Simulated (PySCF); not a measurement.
# Two probes of the same atoms: core binding energy and nuclear shielding

Compound: C6H12O2.
Atom-mapped SMILES: `[CH3:1][O:2][C:3](=[O:4])[C:5]([CH3:6])([CH3:7])[CH3:8]`

Binding energies: PySCF 2.14.0, delta-SCF UKS SCAN, pcX-2 on the ionised atom, pcseg-1 elsewhere, spin-free X2C. Shieldings: GIAO PBE0/pcSseg-1, non-relativistic, same geometry.

| atom | isotropic shielding (ppm) |
| --- | --- |
| C1 | 132.4 |
| C3 | 1.1 |
| C5 | 145.5 |
| C6 | 155.3 |

**Question.** What are the C 1s binding energies of these atoms?

**Answer.** 
| atom | environment | C 1s (eV) | isotropic shielding (ppm) |
| --- | --- | --- | --- |
| C6 | methyl carbon | 290.55 | 155.3 |
| C5 | sp3 carbon next to a carbonyl | 290.98 | 145.5 |
| C1 | methoxy carbon | 292.50 | 132.4 |
| C3 | ester carbonyl carbon | 294.08 | 1.1 |

**Question.** Among the listed atoms, is the one with the highest binding energy also the least shielded?

**Answer.** Yes: C3 has both (294.08 eV, 1.1 ppm).

By binding energy: C6 < C5 < C1 < C3. By shielding: C3 < C1 < C5 < C6.

Of atoms equivalent by bonding only the ionised one is listed; its partners' own values can differ in this conformer. Isolated species at its PBE0-D3(BJ)/def2-SVP geometry (one conformer only).

Shape of the structure used: `[CH3:1][O:2][C:3](=[O:4])[C:5]([CH3:6])([CH3:7])[CH3:8]`: C1–O2–C3–O4 -1°, O2–C3–C5–C6 57°.
